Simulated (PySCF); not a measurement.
BiMe2F, C2H6BiF.
Cartesian coordinates in Å at the PBE0-D3(BJ)/def2-SVP level; atoms count from 1:
```
atom  x, y, z in Å
Bi1   -0.375   -0.789    1.111
C2     1.580   -0.465    0.019
H3     1.865    0.596    0.050
H4     1.395   -0.776   -1.020
H5     2.377   -1.082    0.455
C6    -1.341    0.961    0.053
H7    -2.362    1.123    0.424
H8    -1.369    0.710   -1.017
H9    -0.739    1.868    0.209
F10   -1.030   -2.146   -0.283
```

Method used: PySCF 2.14.0, density-fitted response routines, TDDFT B3LYP/def2-SVPD, vertical, gas phase, core orbitals frozen in the response, def2 core potentials past Kr. Spin–orbit coupling is left out.

Transition dipole moments from the ground state, in atomic units and in the frame of the coordinates above (overall signs are arbitrary), for the states with f of 0.002 or more among the lowest 9:

```json
{"state": "S1", "E (eV)": "4.617", "μx": "-0.165", "μy": "-0.324", "μz": "-0.239"}
{"state": "S3", "E (eV)": "5.973", "μx": "-0.912", "μy": "0.447", "μz": "0.009"}
{"state": "S4", "E (eV)": "6.279", "μx": "0.199", "μy": "0.403", "μz": "-0.715"}
{"state": "S6", "E (eV)": "6.949", "μx": "-0.267", "μy": "-0.573", "μz": "0.900"}
{"state": "S7", "E (eV)": "7.089", "μx": "-0.395", "μy": "-0.798", "μz": "0.789"}
{"state": "S8", "E (eV)": "7.111", "μx": "0.043", "μy": "-0.137", "μz": "0.075"}
{"state": "S9", "E (eV)": "7.357", "μx": "1.296", "μy": "-0.626", "μz": "-0.017"}
```

(1) What oscillator strength does each state have?

(2) What angle do the transition dipoles of S4 and S6 make?

(3) How is the summed strength of these states shared among x, y and z?

(4) What peak molar absorption coefficient would the strongest computed level give as a lone Gaussian band 0.5 eV wide at half height?

Results:

(1) f = (2/3) ΔE |μ|² with ΔE in hartree (27.2114 eV).

```csv
state,|μ|² (au),|μ| (D),f
S1,0.189,1.11,0.021
S3,1.033,2.58,0.151
S4,0.713,2.15,0.110
S6,1.209,2.79,0.206
S7,1.415,3.02,0.246
S8,0.026,0.41,0.005
S9,2.071,3.66,0.373
```

(2) |cos θ| = |μa·μb| / (|μa| |μb|) = 1.00, so θ ≈ 3° (taken between 0 and 90°, since the signs are arbitrary).

(3) (2/3) Σ ΔE μα² gives 0.473 for x, 0.306 for y and 0.332 for z, 1.111 in all.

(4) ε(max) = 2.175×10⁸ f / FWHM, with the width in cm⁻¹. S9: 2.175×10⁸ × 0.3732 / 4033 ≈ 20000 L mol⁻¹ cm⁻¹.

The vertical ionisation energy (ΔSCF) is 9.26 eV, 1.91 eV above S9.
